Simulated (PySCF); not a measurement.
H$_{2}$Ga, doublet, geometry from GFN2-xTB (such geometries of metal compounds can be far from the true shape) (the spin is typed, not shown lowest). Base run: PBE/pcseg-1 in PySCF.

Here is a job for PySCF.
```python
from pyscf import gto, scf, dft

mol = gto.M(
    atom='''
Ga    0.051448    0.013092    0.035303
H    -0.520074   -1.675232   -0.405427
H    -1.074811    1.269384   -0.688981
''',
    basis='pcseg-1',
    charge=0,
    spin=1,
    verbose=4,
    symmetry=True,
)

mf = dft.UKS(mol)
mf.xc = 'pbe'
mf.kernel()
mf.analyze()
```

Each row names what was changed in the base input (with any setting that the change needs).

| change | ΔE vs base (mEh) | point group used | SCF cycles |
|---|---|---|---|
| base | 0.000 | C2v | 8 |
| irrep_nelec = A1:(9, 8) A2:(0, 1) B1:(4, 3) B2:(4, 4) | 828.1 | C2v | 10 |
| irrep_nelec = A1:(10, 8) A2:(0, 1) B1:(3, 3) B2:(4, 4) | 944.8 | C2v | 9 |
| symmetry_subgroup = C2 | 0.000 | C2 | 8 |
| irrep_nelec = A1:(9, 8) A2:(1, 1) B1:(2, 3) B2:(5, 4) | 976.1 | C2v | 9 |
| symmetry = off | 0.000 | C1 | 8 |
| symmetry_subgroup = Cs | 0.000 | Cs | 8 |
| irrep_nelec = A1:(9, 8) A2:(2, 1) B1:(3, 3) B2:(3, 4) | 453.9 | C2v | 8 |

Open shells are given as the SCF converged; they aren't shown to be the lowest states, and a large step between rows can be another state.
